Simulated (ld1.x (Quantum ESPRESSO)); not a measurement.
## What the settings do to the PAW potential of Ti (Z = 22)

Base potential:

Ti, PAW, made with ld1.x (Quantum ESPRESSO) 7.5 (LDA (PZ), scalar-relativistic). Core [Ar], reference 3d2 4s0 4p0 (charge +2). Waves: 4s (bound, empty): rcut 2.30, rcutus 2.90 bohr; 4s channel at -0.85 Ry: rcut 2.30, rcutus 2.90 bohr; 4p (bound, empty): rcut 2.75, rcutus 3.25 bohr; 4p channel at -0.5 Ry: rcut 2.75, rcutus 3.25 bohr; 3d (bound): rcut 2.05, rcutus 2.75 bohr; 3d channel at -1.15 Ry: rcut 2.05, rcutus 2.75 bohr. Local part: all-electron potential smoothed inside 3.10 bohr (lloc = -1). Core correction: Bessel-smoothed model core, default radius (core density twice the valence density). Augmentation charge: PSQ, radius 2.00 bohr.

Cutoffs, loose and tight: the cutoffs (Ry, on a coarse ladder) from which the occupation-weighted sum of valence levels, in a spherical-Bessel basis at the reference potential, stays within 10 and 1 mRy of its value at 400 Ry. They do not see the model core or the augmentation charge, which bear on the density cutoff. Test errors are all-electron minus pseudo excitation energies from the reference, over the configurations 3d2 4s2 4p0; 3d2 4s1 4p0; 3d1 4s0 4p0; 3d2 4s1.5 4p0; 3d1 4s2 4p1; 3d3 4s0 4p0; 3d2 4s0 4p1 (two spin-polarised tests are not counted in the largest error). A dash means not determined; rows that change the core or the reference have their own tests. The largest error is taken over the tests solved by every variant that gives reliable tests at all: 3d1 4s0 4p0; 3d1 4s2 4p1; 3d2 4s0 4p1; 3d2 4s1 4p0; 3d2 4s1.5 4p0; 3d2 4s2 4p0.

A true bound ghost makes a file unfit for plane-wave use even where its test errors are small: the radial tests pick states by their node count and pass the ghost by.

The default core radius of the base comes out at 1.84 bohr.

```tsv
change	outcome	cutoff, loose	cutoff, tight	bound ghosts	largest test error (meV)
base	generated	12 Ry	15 Ry	none	-643
local potential all-electron potential smoothed inside 3.05 bohr (lloc = -2)	generated	12 Ry	15 Ry	none	-643
waves 4s (bound): rcut 2.30, rcutus 3.46 bohr; 4s channel at -0.85 Ry: rcut 2.30, rcutus 3.46 bohr	generated	12 Ry	15 Ry	none	-643
reference 3d1 4s0 4p0	generated	12 Ry	15 Ry	none	-610
augmentation PSQ, inside the norm-conserving radii	generated	12 Ry	15 Ry	none	-643
waves 4p (bound): rcut 2.75, rcutus 3.32 bohr; 4p channel at -0.5 Ry: rcut 2.75, rcutus 3.32 bohr	generated	12 Ry	15 Ry	none	-643
core correction Bessel-smoothed model core inside 1.92 bohr	generated	12 Ry	15 Ry	none	-643
```

(1) What comes out with this change to the base: waves 3d (bound): rcut 2.05, rcutus 3.56 bohr; 3d channel at -1.15 Ry: rcut 2.05, rcutus 3.56 bohr?

(2) What comes out with this change to the base: all radii but the core radius scaled by about 0.82 (s 2.38, p 2.66, d 2.26 bohr, rcut 1.88/2.26/1.68); local potential all-electron potential smoothed inside 2.54 bohr (lloc = -1); augmentation PSQ, radius 1.64 bohr?

Answers

(1) outcome: generated; cutoff, loose: 6 Ry; cutoff, tight: 8 Ry; bound ghosts: none; largest test error (meV): test run stopped at test 1 of 9 (negative rho).

(2) outcome: generated; cutoff, loose: 18 Ry; cutoff, tight: 21 Ry; bound ghosts: s; largest test error (meV): test run stopped at test 1 of 9 (negative rho).
